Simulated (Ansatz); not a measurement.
Two isomers of C3H7FSi: A = `C=C([SiH3])CF`, B = `C=C(F)C[SiH3]`.

Program: Ansatz. Geometries: PBE0-D4/def2-TZVP. ΔE: electronic, gas phase. CBS: MP2 limit from def2 TZ/QZ plus the TZ coupled-cluster correction, frozen cores. DFT in def2-TZVPP. B3LYP here is the variant with VWN-RPA as its local correlation; programs differ in this. Each species was taken in one conformer, which may not be the lowest.

A:

Z-matrix (Å, degrees):
```
Si
C 1 1.870
H 1 1.489 2 110.6
H 1 1.489 2 110.6 3 -118.9
H 1 1.484 2 108.6 3 120.6
C 2 1.493 1 118.1 3 59.5
C 2 1.331 1 120.2 3 -120.4
F 6 1.379 2 112.6 1 -180.0
H 6 1.097 2 110.5 1 -59.6
H 6 1.097 2 110.5 1 59.7
H 7 1.085 2 121.5 1 180.0
H 7 1.084 2 121.4 1 -0.0
```

B:

```xyz
12

C    -1.9845    0.1735    0.6593
C    -0.6772    0.0952    0.8412
F    -0.0975    0.8640    1.7850
C     0.3140   -0.7282    0.1140
Si    1.4636    0.2885   -0.9945
H    -2.4637   -0.4404   -0.0897
H    -2.5871    0.8479    1.2521
H    -0.2038   -1.4592   -0.5107
H     0.9310   -1.2800    0.8315
H     2.2226    1.2852   -0.1997
H     2.4216   -0.6352   -1.6584
H     0.6611    0.9887   -2.0301
```

Question: Which isomer does CCSD(T)/CBS put lower? Give the gap. (Estimate.)

Answer: The calculation gave: B, by 20.3 kJ/mol.

Question: Give E(B) − E(A) in kJ/mol with HF/def2-TZVPP, ωB97M-V, CCSD(T)/def2-TZVPP, B3LYP, B2PLYP, B3LYP-D4, MP2/def2-TZVPP. (Estimate.)

Answer: Ansatz gave: HF/def2-TZVPP -17.8, ωB97M-V -25.2, CCSD(T)/def2-TZVPP -20.9, B3LYP -24.0, B2PLYP -22.7, B3LYP-D4 -23.1, MP2/def2-TZVPP -22.5. None reverses the order clearly.

Largest T1 diagnostic: 0.012.

In def2-TZVPP, CCSD(T) changes the Hartree–Fock value by −3.1 kJ/mol (the triples alone add −0.3 kJ/mol) and MP2 by −4.7 kJ/mol.
